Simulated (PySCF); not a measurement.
Potential energy of GaF along the bond

Set-up: Ga cc-pVTZ-PP with ECP10, F cc-pVTZ; scalar-relativistic core potentials (PySCF 2.14). Energies in eV from Ga + F in their ground configurations at the same level. State: ¹Σ⁺ (singlet), closed shell.

All columns are PBE0. A positive dipole means Ga(−)F(+).

```json
{"R (Å)": "1.539", "E (eV)": "-4.899", "μ (D)": "-0.68", "Mulliken charge on Ga (basis-dependent)": "0.28", "HOMO (eV)": "-7.30", "LUMO (eV)": "-0.95", "Mayer bond order": "1.20", "⟨S²⟩": "0.00"}
{"R (Å)": "1.611", "E (eV)": "-5.481", "μ (D)": "-1.13", "Mulliken charge on Ga (basis-dependent)": "0.32", "HOMO (eV)": "-7.48", "LUMO (eV)": "-1.06", "Mayer bond order": "1.14", "⟨S²⟩": "0.00"}
{"R (Å)": "1.683", "E (eV)": "-5.791", "μ (D)": "-1.59", "Mulliken charge on Ga (basis-dependent)": "0.36", "HOMO (eV)": "-7.65", "LUMO (eV)": "-1.17", "Mayer bond order": "1.09", "⟨S²⟩": "0.00"}
{"R (Å)": "1.736", "E (eV)": "-5.897", "μ (D)": "-1.93", "Mulliken charge on Ga (basis-dependent)": "0.38", "HOMO (eV)": "-7.77", "LUMO (eV)": "-1.26", "Mayer bond order": "1.05", "⟨S²⟩": "0.00"}
{"R (Å)": "1.790", "E (eV)": "-5.924", "μ (D)": "-2.28", "Mulliken charge on Ga (basis-dependent)": "0.41", "HOMO (eV)": "-7.87", "LUMO (eV)": "-1.34", "Mayer bond order": "1.02", "⟨S²⟩": "0.00"}
{"R (Å)": "1.844", "E (eV)": "-5.892", "μ (D)": "-2.62", "Mulliken charge on Ga (basis-dependent)": "0.43", "HOMO (eV)": "-7.96", "LUMO (eV)": "-1.43", "Mayer bond order": "0.98", "⟨S²⟩": "0.00"}
{"R (Å)": "1.915", "E (eV)": "-5.782", "μ (D)": "-3.08", "Mulliken charge on Ga (basis-dependent)": "0.46", "HOMO (eV)": "-8.06", "LUMO (eV)": "-1.54", "Mayer bond order": "0.95", "⟨S²⟩": "0.00"}
{"R (Å)": "2.005", "E (eV)": "-5.572", "μ (D)": "-3.65", "Mulliken charge on Ga (basis-dependent)": "0.49", "HOMO (eV)": "-8.13", "LUMO (eV)": "-1.68", "Mayer bond order": "0.90", "⟨S²⟩": "0.00"}
{"R (Å)": "2.112", "E (eV)": "-5.260", "μ (D)": "-4.31", "Mulliken charge on Ga (basis-dependent)": "0.52", "HOMO (eV)": "-8.12", "LUMO (eV)": "-1.84", "Mayer bond order": "0.86", "⟨S²⟩": "0.00"}
{"R (Å)": "2.255", "E (eV)": "-4.797", "μ (D)": "-5.17", "Mulliken charge on Ga (basis-dependent)": "0.55", "HOMO (eV)": "-7.95", "LUMO (eV)": "-2.06", "Mayer bond order": "0.81", "⟨S²⟩": "0.00"}
```

A fit through these points gives, at Re = 1.785 Å, μ = -2.25 D and dμ/dR = -6.44 D/Å; the reduced mass is 14.89 u.

**Question.** How strong is the fundamental in the double-harmonic approximation, I = 42.26·(dμ/dR)²/μred km/mol?

**Answer.** I = 42.26·(-6.44)²/14.89 = 118 km/mol at PBE0.
